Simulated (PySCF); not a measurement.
W(CH)Me3, C4H10W (singlet state).
Bonds: W1–C2, W1–C4, W1–C8, W1–C12. Hydrogens: H3 on C2; H5, H6, H7 on C4; H9, H10, H11 on C8; H13, H14, H15 on C12.

Computed by this run: PBE0-D3(BJ)/def2-SVP geometry optimisation, gas phase, def2 core potentials past Kr in PySCF 2.14.0; density fitting, grid level 1; the optimiser is geomeTRIC in internal coordinates, started from a GFN2-xTB structure with every atom displaced at random (about 0.03 Å).

Step 0: E = -6125.4664 eV
```
atom  x, y, z in Å  |  force x, y, z in eV/Å
W1      0.0628   -0.0743    0.1430   -0.506   2.109   3.885
C2     -0.0178   -0.0020    1.9882    0.432  -0.374  -5.733
H3     -0.0627    0.0065    3.0476   -0.061   0.042   1.332
C4      2.2149   -0.0088   -0.3580   -3.599   0.057  -1.632
H5      2.1898   -0.1523   -1.4749    0.368   0.179   0.590
H6      2.6696   -0.8116    0.1228    1.356  -1.766   1.001
H7      2.6218    0.9282   -0.0628    0.631   1.176   0.297
C8     -1.0007    1.8516   -0.3736   -1.692  -2.624   3.398
H9     -0.9812    1.9822   -1.3957    0.150   0.505  -3.007
H10    -0.6465    2.7257    0.1535    0.457   0.488   0.322
H11    -2.1378    1.7591   -0.0603    1.975  -0.054  -0.482
C12    -1.0495   -1.8225   -0.3217   -2.397   1.313  -0.646
H13    -2.1425   -1.8702    0.0964    1.856   0.183  -0.321
H14    -0.5416   -2.7062   -0.0223    0.685  -1.340   0.544
H15    -1.2112   -1.8814   -1.4381    0.343   0.105   0.454
```

Step 1: E = -6126.3496 eV
```
atom  x, y, z in Å  |  force x, y, z in eV/Å
W1      0.0344   -0.0327    0.1497   -0.003   0.793  -3.151
C2     -0.0156    0.0165    1.8420    0.062  -0.085   2.888
H3     -0.0473    0.0200    2.9323   -0.005   0.038   0.095
C4      2.1061   -0.0048   -0.3381   -1.055  -0.304  -0.067
H5      2.1238   -0.1377   -1.4394    0.245   0.092   0.067
H6      2.6071   -0.8413    0.1543    0.398  -0.118   0.093
H7      2.5426    0.9531   -0.0383    0.257   0.140   0.032
C8     -0.9741    1.7786   -0.3404   -0.489  -0.642   0.620
H9     -0.9576    1.9307   -1.4236    0.093   0.184  -0.393
H10    -0.5965    2.6551    0.2012    0.123   0.137  -0.065
H11    -2.0438    1.6666   -0.0295    0.390   0.000  -0.106
C12    -1.0408   -1.7714   -0.3143   -0.707  -0.109  -0.337
H13    -2.0715   -1.8060    0.1082    0.421   0.016   0.099
H14    -0.5141   -2.6832   -0.0004    0.046  -0.167   0.109
H15    -1.1855   -1.8194   -1.4196    0.224   0.025   0.117
```

Step 2: E = -6126.4239 eV
```
atom  x, y, z in Å  |  force x, y, z in eV/Å
W1      0.0115    0.0030    0.1210    0.120  -0.606   2.047
C2     -0.0083    0.0244    1.9011    0.029  -0.052  -1.422
H3     -0.0210    0.0196    2.9999    0.008   0.023  -0.192
C4      2.0488   -0.0063   -0.3419    0.106  -0.216   0.150
H5      2.1214   -0.1219   -1.4373    0.153   0.039  -0.178
H6      2.5822   -0.8470    0.1474   -0.021   0.252  -0.088
H7      2.5166    0.9478   -0.0341    0.045  -0.123  -0.019
C8     -0.9702    1.7501   -0.3461    0.045   0.654  -0.414
H9     -0.9491    1.9223   -1.4478    0.031   0.034   0.215
H10    -0.5765    2.6303    0.1910   -0.023   0.005  -0.131
H11    -2.0111    1.6332   -0.0365   -0.479  -0.013   0.131
C12    -1.0488   -1.7581   -0.3373    0.354  -0.164  -0.264
H13    -2.0443   -1.7912    0.1074   -0.348   0.003   0.249
H14    -0.5097   -2.6705   -0.0052   -0.069   0.204  -0.025
H15    -1.1742   -1.8118   -1.4375    0.048  -0.040  -0.060
```

Step 3: E = -6126.4875 eV
```
atom  x, y, z in Å  |  force x, y, z in eV/Å
W1      0.0122   -0.0096    0.1328   -0.075   0.232   0.400
C2     -0.0022    0.0063    1.8869    0.015  -0.034  -0.425
H3     -0.0106    0.0031    2.9817    0.004   0.013  -0.050
C4      2.0706   -0.0253   -0.3372   -0.179  -0.157   0.025
H5      2.1632   -0.1321   -1.4362    0.064   0.037  -0.023
H6      2.6094   -0.8588    0.1476    0.011   0.093  -0.012
H7      2.5465    0.9207   -0.0240    0.020  -0.025   0.015
C8     -1.0027    1.7907   -0.3501    0.078  -0.218   0.011
H9     -0.9779    1.9633   -1.4471    0.021  -0.004   0.106
H10    -0.6089    2.6764    0.1748    0.017  -0.008  -0.046
H11    -2.0574    1.6793   -0.0387   -0.026   0.004   0.001
C12    -1.0490   -1.7732   -0.3349    0.058  -0.007  -0.084
H13    -2.0508   -1.8076    0.1220   -0.021   0.013   0.054
H14    -0.5066   -2.6762    0.0032   -0.010   0.069   0.016
H15    -1.1684   -1.8331   -1.4366    0.023  -0.007   0.011
```

Question: Estimate the geometry and energy of step 4. (The exact step hangs on the optimiser's Hessian estimate; all steps are aligned on step 3, rigid shifts and turns removed.)

Answer: E = -6126.4946 eV, largest force 0.266 eV/Å
```
atom  x, y, z in Å  |  force x, y, z in eV/Å
W1      0.0070   -0.0036    0.1297    0.056  -0.002  -0.260
C2     -0.0026    0.0073    1.8699    0.005  -0.022   0.229
H3     -0.0071    0.0055    2.9625    0.000   0.010   0.032
C4      2.0624   -0.0285   -0.3364   -0.082  -0.064  -0.082
H5      2.1728   -0.1264   -1.4362    0.024   0.027   0.030
H6      2.6023   -0.8574    0.1481    0.033  -0.010   0.028
H7      2.5418    0.9117   -0.0145    0.021   0.027   0.023
C8     -1.0024    1.7792   -0.3444   -0.133   0.000   0.070
H9     -0.9753    1.9511   -1.4375    0.004   0.002  -0.037
H10    -0.6044    2.6663    0.1727    0.006   0.026  -0.003
H11    -2.0607    1.6719   -0.0322    0.080   0.023  -0.025
C12    -1.0489   -1.7646   -0.3371   -0.112   0.000  -0.030
H13    -2.0510   -1.7983    0.1278    0.075   0.001  -0.029
H14    -0.5015   -2.6579    0.0101    0.023  -0.012   0.032
H15    -1.1654   -1.8324   -1.4385    0.001  -0.006   0.024
```

The energy changes by -0.0070 eV. The first-order estimate −F·Δx gives -0.0178 eV and the mean of the old and new forces, exact on a quadratic surface, -0.0069 eV. The step makes an angle of 62° with the force vector and moves no atom by more than 0.020 Å.

What follows is the cost of the whole optimisation. The run took 81 s on an Arm Neoverse V2 with one thread (shared host), and the process peaked at 0.58 GiB of memory.
